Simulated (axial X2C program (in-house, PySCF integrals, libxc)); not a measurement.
Nuclear properties of CoSb

Calculated with an in-house all-electron X2C program for linear molecules (integrals from PySCF): two-component X2C with atomic mean-field Coulomb and Gaunt terms, Gaussian nuclei, basis Sb dyall-cv3z, Co dyall-cv3z with contracted cores.

R = 2.427 Å (near the PBE0 minimum at charge 0 of the determinant lowest at the starting distance; the state shown can have its own minimum elsewhere).

Determinant lowest in the PBE0 search, Ω = 4 (⟨Sz⟩ = 1.99, ⟨Lz⟩ = 2.01 at PBE0), spin on the atoms Sb 0.83, Co 1.16:

```tsv
level	Eeff magnitude (GV/cm)	Ws magnitude Sb (kHz)	A∥/gI Sb (MHz)	qzz Sb (a.u.)	A∥/gI Co (MHz)	qzz Co (a.u.)	μ (D)
PBE0	1.37	0.199	-212	-2.50	334	0.21	3.13
HF	2.92	0.452	-223	-5.32	252	-0.34	5.02
PBE	1.02	0.13	-182	-0.73	406	0.23	2.55
B3LYP	1.67	0.242	-188	-1.78	340	0.30	2.70
TPSSh	0.917	0.13	-195	-1.84	367	0.25	3.05
```

Eeff is the effective electric field on the electron electric dipole moment in this Ω state and Ws the scalar–pseudoscalar constant of the nucleus named (defined with the proton number Z and per Ω); A∥ (defined per Ω) follows by multiplying with gI = μI/(I μN); qzz is the electric field gradient, eQq0 = 234.96 MHz × Q/barn × qzz; μ is positive if the Co end (last atom) is positive. The operators were transformed with the bare-nucleus X2C matrices; with these basis sets, hyperfine constants and field gradients can be off by tens of per cent, and where levels differ in sign neither size nor sign is settled.

(1) With gI(121Sb) = 1.3454, gI(59Co) = 1.3220 (g factors from the IAEA table of nuclear moments by Stone), turn the PBE0 values of the first state into constants in MHz.

Each state is one determinant with collinear spin, which with several unpaired electrons need not be a pure state. Unrestricted Hartree–Fock can overshoot spin polarisation at the nuclei. With several open shells hyperfine constants can be off by a factor of several. Where Eeff spreads by more than a factor of two the levels disagree and none is to be relied on. Open-shell Ω = 0 determinants with evenly filled partner blocks cannot be reached by this program, so the Ω shown need not be the lowest component. At HF, PBE a later determinant lies lower. States lie within half an eV, so the first need not be the ground state. Further determinants of the search, some of them spin-mixed, are not shown. Where a field gradient or hyperfine factor spreads by more than a factor of two over the levels, a constant derived from it is not to be relied on.

Answers

(1) A∥(121Sb) = -212 × 1.3454 = -285 MHz; A∥(59Co) = 334 × 1.3220 = 442 MHz.
